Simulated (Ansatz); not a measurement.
The cluster Al2Sb2⁺ (the lowest doublet isomer of a short search) was relaxed with PBE-D4 (def2-SVP) in Ansatz in these states: charge +1 doublet, charge +1 quartet. The geometries follow in no particular order.

In the def2 sets Sb takes a core potential; there is no spin–orbit coupling.

A:

Cartesian coordinates in Å:
```
Al -0.160 -1.946 1.058
Al -1.551 0.075 0.047
Sb 0.066 1.906 -1.030
Sb 1.645 -0.035 -0.076
```

B:

Cartesian coordinates in Å:
```
Al 0.5136 1.1225 -1.8336
Al -1.3739 0.7883 0.0647
Sb -0.6522 -1.0720 1.8728
Sb 1.5125 -0.8389 -0.1039
```

Problem. Judge from the bond lengths which geometry belongs to which state (an estimate).

Solution. A is the charge +1 doublet (Sb3–Sb4 2.678 Å, Al1–Sb4 2.863 Å, Al1–Al2 2.653 Å); B is the charge +1 quartet (Sb3–Sb4 2.941 Å, Al1–Sb4 2.799 Å, Al1–Al2 2.698 Å).

At PBE0-D4/def2-TZVP a doublet lies 1.00 eV below the charge +1 quartet. These are the stationary points nearest to one start from a short search; other shapes may lie lower in each state.
